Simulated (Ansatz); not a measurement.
Input file for Ansatz (a first-principles code): R-PBE0/def2-TZVPP on CH4OSn (SMILES [CH3][Sn][OH]), a point of a torsion scan. Elements past Kr take the def2 small-core potentials; no spin–orbit coupling.

Ansatz 0.2 input:
```yaml
crystal:
  periodic: [false, false, false]
  atoms:
    - {symbol: C, position_ang: [-1.03588983, -0.05705925, -0.00048939]}
    - {symbol: Sn, position_ang: [0.64046916, 1.48249188, -0.19409335]}
    - {symbol: O, position_ang: [2.18399780, 0.21061935, 0.15523479]}
    - {symbol: H, position_ang: [-0.89589562, -0.88295756, -0.70324392]}
    - {symbol: H, position_ang: [-2.03941953, 0.33927816, -0.16109031]}
    - {symbol: H, position_ang: [-1.01066705, -0.48716826, 1.00428405]}
    - {symbol: H, position_ang: [2.21221838, -0.72094881, -0.04735824]}
basis:
  gaussian:
    orbitals: def2-TZVPP
hamiltonian:
  xc: {name: PBE0}
scf: {lower_state_search: off}
```

Program output:

```
WARN ansatz: RAYON_NUM_THREADS=1 ignored (pool sized by the plan → 1); use --threads N
Functional definition: PBE0
these checks for a lower state are left out or cut short: stability, starts, cluster_reference, orbital_swaps, neighbouring_geometries, increment
integrals: 0.07 GiB planned
1028 factors; their error is unknown
mean field: 0.67 GiB planned
mean field evaluation 1: about -8965.9730 eV, gradient 8.0e1 eV
mean field evaluation 2: about -8896.0739 eV, gradient 1.7e2 eV
mean field evaluation 4: about -8978.4734 eV, gradient 1.4e1 eV
mean field evaluation 8: about -8978.9694 eV, gradient 1.9e-1 eV
mean field evaluation 16: about -8979.0512 eV, gradient 2.2e-4 eV
mean field -8979.05118969 eV, -329.9740450016 hartree, gradient 2.3e-6 eV, S^2 0.000000; 0 other end points of the search recorded, 0 dependent functions left out
reference -8979.05122050 eV, -329.9740461339 hartree; 20, 20 occupied and 148, 148 virtual orbitals, 1028 factors
Total energy: -8979.05122050 eV, -329.9740461339 hartree
Checks for a lower state left out: stability, starts, cluster_reference, orbital_swaps, neighbouring_geometries, increment
```

Self-consistency was reached.

Cost: around 2.5 core-seconds (rough).
